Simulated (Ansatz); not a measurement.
Ansatz (a first-principles code) input:

Ansatz 0.2 input:
```yaml
crystal:
  periodic: [false, false, false]
  atoms:
    - {symbol: Ge, position_ang: [-0.17166498, 0.01610315, 0.25299956]}
    - {symbol: O, position_ang: [-1.13774703, -1.22265243, -0.40045561]}
    - {symbol: F, position_ang: [0.02314146, 1.44216773, -0.86529782]}
    - {symbol: F, position_ang: [1.59855361, -0.41262120, 0.32170436]}
basis:
  gaussian:
    orbitals: def2-TZVPD
hamiltonian:
  xc: {name: B2GP-PLYP}
total_charge: -1
magnetization: {spin_polarized: true, initial_magnetization: 1}
correlation: {electrons: outside_noble_gas}
```

Q: What final total energy does it print?

A: -2351.42170 Eh (B2GP-PLYP/def2-TZVPD). The basis has 174 functions.
